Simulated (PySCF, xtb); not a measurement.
B(Me)3 cation (C3H9B), SMILES CB(C)C (connectivity only; charge and spin as stated), charge +1, multiplicity 2.

Coordinates come from a PBE0-D3(BJ)/def2-SVP optimisation. The multiplicity is an assumed one; no other spin state was optimised. The isomer is the one that the SMILES or the coordinates give; other isomers of the formula were not compared.

Computed with IEF-PCM-ωB97X/def2-SVP in PySCF.

The values are the electrostatic part of the solvation free energy, E(continuum) − E(gas) at the gas-phase geometry, in a cavity of scaled van der Waals radii (PySCF's table); cavitation and dispersion terms are not included.

```csv
solvent,ε,ΔG(elec) (kcal/mol)
water,78.36,-57.9
"N,N-dimethylformamide",37.22,[?]
ethanol,24.85,-56.3
```

Question: What belongs in the gaps? (The exact figures need the calculation; the answer reports its results.)

Answer: 
- N,N-dimethylformamide, ΔG(elec) (kcal/mol): -57.1

For comparison, GFN2-xTB/ALPB(water) (xtb, at the GFN2-xTB geometry, all terms of that model) gives -56.5 kcal/mol.
